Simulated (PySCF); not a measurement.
Compound: C10H10.
SMILES: `C=CC(=C)c1ccccc1`

Torsions of this conformer, `[CH2:1]=[CH:2][C:3](=[CH2:4])[c:5]1[cH:6][cH:7][cH:8][cH:9][cH:10]1`: C1–C2–C3–C4 180°, C2–C3–C5–C6 90°.

The closed-shell ground state was solved at several levels (PySCF, density fitting, gas phase, non-relativistic). Geometry: PBE0-D3(BJ)/def2-SVP, one conformer, isolated molecule.

```json
{"level": "wB97X-D/pcSseg-1", "basis functions": "220", "HOMO (eV)": "-8.52", "LUMO (eV)": "0.87", "gap (eV)": "9.39", "dipole (D)": "0.09"}
{"level": "wB97X-D/def2-SVPD", "basis functions": "280", "HOMO (eV)": "-8.53", "LUMO (eV)": "0.81", "gap (eV)": "9.34", "dipole (D)": "0.08"}
```

Q: Estimate the row for PBE0/pcSseg-1, a basis of 220 functions; the other rows only guide the guess.

A: HOMO -6.76 eV, LUMO -0.88 eV, gap 5.88 eV, dipole 0.10 D.

Q: Over all these levels, which gives the widest orbital gap and which the narrowest?

A: wB97X-D/pcSseg-1 (range-separated hybrid) has the widest, 9.39 eV, and PBE0/pcSseg-1 (global hybrid, 25 % exact exchange) the narrowest, 5.88 eV. The two share the basis. From the narrowest to the widest the HOMO moves by -1.76 eV and the LUMO by +1.75 eV.

Q: How far do the dipole and the HOMO energy spread over the levels?

A: The dipole runs from 0.08 to 0.10 D (mean 0.09 D) and the HOMO from -8.53 to -6.76 eV.
